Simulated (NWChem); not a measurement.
# A calculation on CH3Mg (+1)

```xyz
5

Mg     0.5474    -0.7717     0.0000
C     -0.6699     0.9443     0.0000
H     -1.2832     0.8907     0.9201
H     -1.2832     0.8907    -0.9201
H      0.0166     1.8128     0.0000
```
Charge +1, spin multiplicity 1.

Everything below was run with NWChem. Structure: optimised with PBE/def2-SVP, a minimum by its harmonic frequencies.

Symmetry labels belong to the abelian group Cs used in the runs, with the axes of the coordinates shown; states degenerate in a higher group split over its labels.

B3LYP has NWChem's definition, with VWN1-RPA local correlation. The spin multiplicity of the parent species was assumed, not shown to be that of its ground state. The structure started from a generated list of species.

Q: List the lowest 3 singlet excitations that TD-B3LYP/def2-SVPD, VWN1-RPA local correlation gives, with oscillator strengths.

A: 
```csv
state,symmetry,energy (eV),wavelength (nm),f
1,a',4.41,281,0.447
2,a",5.91,210,0.009
3,a',5.91,210,0.009
```
